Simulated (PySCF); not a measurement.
C5H5, SMILES C1C=[C]CC=1 (connectivity only; charge and spin as stated), charge +1, multiplicity 1.

Geometry optimised at PBE0-D3(BJ)/def2-SVP. The spin state was assumed, not searched. The isomer is the one that the SMILES or the coordinates give; other isomers of the formula were not compared. One conformer was computed; it need not be the lowest.

These are TDA-LC-ωPBE/def2-SVPD (PySCF) values and carry that method's errors.

Vertical excitations. Isolated molecule, no solvent.

```tsv
state	energy (eV)	λ (nm)	f	main pairs
S1	3.04	408	0.027	HOMO→LUMO 70 %, HOMO→LUMO+1 15 %
S2	5.09	243	0.011	HOMO→LUMO+1 68 %, HOMO−1→LUMO 23 %
S3	5.32	233	0.074	HOMO−1→LUMO 63 %, HOMO→LUMO 16 %, HOMO→LUMO+1 10 %
S4	6.23	199	0.023	HOMO−2→LUMO 78 %
S5	7.05	176	0.022	HOMO−1→LUMO+1 53 %, HOMO→LUMO+2 38 %
S6	7.41	167	0.004	HOMO−3→LUMO 93 %
S7	7.67	162	0.001	HOMO−2→LUMO+1 90 %
S8	8.47	146	0.016	HOMO−4→LUMO 86 %
S9	8.55	145	0.254	HOMO−3→LUMO+1 35 %, HOMO→LUMO+2 27 %, HOMO−1→LUMO+1 13 %, HOMO−2→LUMO 5 %
S10	8.82	141	0.195	HOMO−3→LUMO+1 47 %, HOMO→LUMO+2 10 %, HOMO−1→LUMO+1 8 %
T1	1.46	849	0	HOMO→LUMO 95 %
T2	3.12	397	0	HOMO→LUMO+1 92 %
T3	4.26	291	0	HOMO−1→LUMO 84 %
T4	4.76	261	0	HOMO−1→LUMO+1 44 %, HOMO→LUMO+2 39 %, HOMO−1→LUMO 8 %
```
Triplets are in the Tamm–Dancoff approximation.
